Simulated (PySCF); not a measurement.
# Computed properties of 3-methylidenefuran (C₅H₆O), SMILES C1=CC(=C)CO1

3-methylidenefuran (C5H6O), SMILES C1=COCC1=C. Geometry: B3LYP-D3(BJ)/def2-SVP. One conformer was computed; it need not be the lowest. All values are computed for the isolated molecule unless a solvent is named; none is compared with measurement here.

**Structure.** The optimised structure has Cs symmetry. All 30 harmonic modes at B3LYP-D3(BJ)/def2-SVP (PySCF) are real, so it is a minimum. With heavy atoms numbered as in [CH2:1]=[C:2]1[CH:3]=[CH:4][O:5][CH2:6]1, the shortest bond between them is C1–C2 at 1.344 Å and the longest C2–C6 at 1.522 Å.

**Vibrations.** The strongest infrared lines (harmonic, unscaled, degenerate partners summed) lie at 1177 cm⁻¹ (113 km/mol, H 46 %, C 32 %, O 22 %), 1644 cm⁻¹ (96 km/mol, C 87 %, H 11 %), 1714 cm⁻¹ (63 km/mol, C 93 %). The softest mode is at 127 cm⁻¹ and the zero-point energy is 61.0 kcal/mol.

**Electronic structure.** HF/def2-TZVP (PySCF) places the frontier levels at -8.06 and 3.07 eV, a gap of 11.13 eV, and gives a dipole moment of 0.30 D and a mean polarisability of 62.3 bohr³. PBE/def2-TZVP (PySCF) at the same geometry gives -4.83 and -1.46 eV, so its gap is 7.76 eV narrower. An orbital gap is neither the optical nor the fundamental gap.

**Excitations.** TDA-M06-2X/def2-SVPD (PySCF) has S1 at 5.37 eV (231 nm, f = 0.509, bright); the most intense of the 10 singlets computed lies at 5.37 eV (f = 0.51). T1 (TDA) is at 3.14 eV, 2.23 eV under S1. TDA-PBE/def2-SVPD (PySCF) puts S1 at 4.97 eV. No vertical singlet excitation falls in the visible range (under 3.1 eV).

**NMR.** GIAO shifts at KT2/pcSseg-1 (PySCF) (non-relativistic, atoms alike by connectivity averaged): ¹³C from 79.3 to 156.0 ppm against TMS; ¹H from 5.1 to 6.9 ppm against TMS.

**Solvation.** SMD-M06-2X/6-31G* (PySCF) gives -1.6 kcal/mol in water, -4.3 kcal/mol in N,N-dimethylformamide, -4.1 kcal/mol in 2-propanol (1 M in both phases, gas-phase geometry); of these solvents N,N-dimethylformamide holds the molecule best.
